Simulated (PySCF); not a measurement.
GaF⁺: mean field, correlation and small terms against distance

State: ²Σ⁺, doublet, unpaired electrons σ ↑. ROHF-based CCSD(T) in PySCF 2.14 with Ga cc-pwCVDZ-PP with ECP10, F aug-cc-pVDZ and Ga cc-pwCVTZ-PP with ECP10, F aug-cc-pVTZ (frozen core orbitals: 5; scalar-relativistic core potentials). Correlation energies are extrapolated as n⁻³ (n = 2, 3), Hartree–Fock as (n+1)·exp(−9√n). All energies in eV from Ga⁺ + F.

```tsv
R (Å)	HF/CBS	CCSD corr.	(T)	total
1.5098	0.119	-0.735	-0.0993	-0.715
1.5784	-0.336	-0.744	-0.1120	-1.192
1.6470	-0.495	-0.770	-0.1268	-1.392
1.7157	-0.452	-0.810	-0.1437	-1.406
1.7843	-0.272	-0.866	-0.1625	-1.300
1.8701	0.073	-0.960	-0.1880	-1.075
1.9558	0.490	-1.089	-0.2130	-0.812
```

A fit to the total gives Re = 1.6867 Å, De = 1.418 eV, ωe = 745.2 cm⁻¹, Be = 0.3979 cm⁻¹ (masses 68.9256 and 18.9984 u).

At R = 1.7157 Å the CCSD correlation energy is -0.457405 hartree in the smaller basis and -0.711772 in the larger. Extrapolate it.

(3³·E3 − 2³·E2)/(3³ − 2³) = -0.81887 hartree; the larger basis holds 86.9 % of it.

The T1 diagnostic is 0.027. The state was picked by a PBE0 search and need not be the measured ground state. Spin–orbit coupling, excitations beyond (T) and corrections to the Born–Oppenheimer picture are left out.
